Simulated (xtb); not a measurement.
CH$_{2}$N, charge +1, singlet, geometry from GFN2-xTB. Base run: GFN2-xTB run with xtb 6.7.1.

Geometry (Å):
```xyz
4

C      0.0000     0.0000    -0.6003
N      0.0000     0.0000     0.5327
H      0.0000     0.0000    -1.6749
H      0.0000     0.0000     1.5482
```
Charge +1, spin multiplicity 1.
All else is at xtb's defaults.
Base energy -5.52435 Eh.

Each row names what was changed in the base input (with any setting that the change needs).

| change | ΔE vs base (kJ/mol) | HOMO-LUMO gap (eV) | G_solv (kcal/mol) | SCF cycles |
|---|---|---|---|---|
| base | 0.00 | 7.43 | - | 11 |
| etemp = 3000 | 0.00 | 7.43 | - | 11 |
| etemp = 10000 | ? | ? | - | 11 |
| acc = 0.0001 | 0.00 | 7.43 | - | 16 |
| gbsa = methanol | -282.4 | 7.36 | -67.83 | 11 |
| alpb = water | ? | ? | ? | 10 |
| alpb = thf | -284.0 | 7.25 | -69.57 | 11 |
| file = coord | 0.00 | 7.43 | - | 11 |

Task: Complete the blanks.

Result: 
- etemp = 10000, ΔE vs base (kJ/mol): -9.57
- etemp = 10000, HOMO-LUMO gap (eV): 7.46
- alpb = water, ΔE vs base (kJ/mol): -329.3
- alpb = water, HOMO-LUMO gap (eV): 7.28
- alpb = water, G_solv (kcal/mol): -80.06

ALPB and GBSA are two models with their own fitted parameters for each solvent, which aren't always the measured dielectric constant.
